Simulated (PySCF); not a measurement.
Job for PySCF: R-HF/STO-3G on C3H2O2 (a complex).

```python
from pyscf import gto, scf, dft, mp
from pyscf.data.elements import chemcore

mol = gto.M(
    atom='''
    C    -0.25987322   -0.20793215    0.02192014
    C     0.69974007    0.47245977    0.24396862
    H    -1.11269020   -0.81227729   -0.17069917
    H     1.55059424    1.07552747    0.44889825
    O    -1.22060124   -0.83755856    3.10823029
    C    -0.29078035   -0.17549460    3.31211907
    O     0.63622013    0.48485794    3.53382269
    ''',
    basis='sto-3g',
    charge=0, spin=0, verbose=3, max_memory=1800)
mf = scf.RHF(mol)
mf.conv_tol = 1e-8
mf.max_cycle = 100
mf.kernel()
if not mf.converged:
    mf = mf.newton().run(mf.mo_coeff, mf.mo_occ)
```

It printed:

```
converged SCF energy = -260.919303922567
```

The run converged.

Cost: about 0.12 core-seconds (a rough figure).
